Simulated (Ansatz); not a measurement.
This geometry of CH3AlClFO (8 atoms, charge 0, multiplicity 1) is a first-order saddle point.

Theory: Ansatz, RHF/6-31G*.

```xyz
8
Properties=species:S:1:pos:R:3
O -0.871 0.850 1.633
Al 0.209 -0.135 0.819
F 1.476 -0.791 1.619
C 0.002 -0.582 -1.081
Cl 0.741 0.900 -1.872
H -1.029 1.772 1.725
H 0.572 -1.424 -1.443
H -1.007 -0.646 -1.457
```

Q: Which two structures does it join? (They come from a converged band through this point; their orientation in space is the band's.)

A: No bond is made or broken.

Image 0:

```xyz
8
Properties=species:S:1:pos:R:3
O -0.973 1.008 1.430
Al 0.157 -0.025 0.734
F 1.391 -0.615 1.634
C -0.008 -0.533 -1.153
Cl 1.115 0.632 -2.001
H -0.940 1.378 2.298
H 0.337 -1.524 -1.412
H -0.986 -0.377 -1.585
```

Image 8:

```xyz
8
Properties=species:S:1:pos:R:3
O -0.329 1.137 1.712
Al 0.074 -0.282 0.911
F 0.432 -1.607 1.796
C 0.144 -0.457 -1.054
Cl -0.231 1.129 -1.846
H -0.545 1.951 1.285
H 1.118 -0.757 -1.417
H -0.572 -1.169 -1.442
```

Q: How far does it lie above each of them?

A: 2.4 kcal/mol above the first and 1.8 kcal/mol above the second. This is the barrier of this one path; another mechanism may lie lower.

Time of the run: 4.4 min on 1 thread of Arm Neoverse V1, with other jobs on the host, peak memory 0.19 GiB.
